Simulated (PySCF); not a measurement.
The metal is changed in M(NH3)4 2+. Isolated molecules, 0 K electronic values unless said otherwise. Multiplicities are imposed; where one is given, others were not computed.

Calculation: PBE-D3(BJ)/def2-TZVP // PBE-D3(BJ)/def2-SVP in PySCF. 

```
species                                charge on the central atom (Mulliken) (e)  HOMO–LUMO gap (eV)
-------------------------------------  -----------------------------------------  ------------------
M = Zn, multiplicity 1 ([Zn(NH3)4]2+)                                       0.52                7.29
M = Mo, multiplicity 1 ([Mo(NH3)4]2+)                                       0.81                1.35
M = Ru, multiplicity 1 ([Ru(NH3)4]2+)                                        [?]                 [?]
M = Pd, multiplicity 1                                                      0.48                2.82
M = Os, multiplicity 1 ([Os(NH3)4]2+)                                       0.50                1.25
```

Some entries are withheld; supply them.


- M = Ru, multiplicity 1 ([Ru(NH3)4]2+), charge on the central atom (Mulliken) (e): 0.57
- M = Ru, multiplicity 1 ([Ru(NH3)4]2+), HOMO–LUMO gap (eV): 1.37
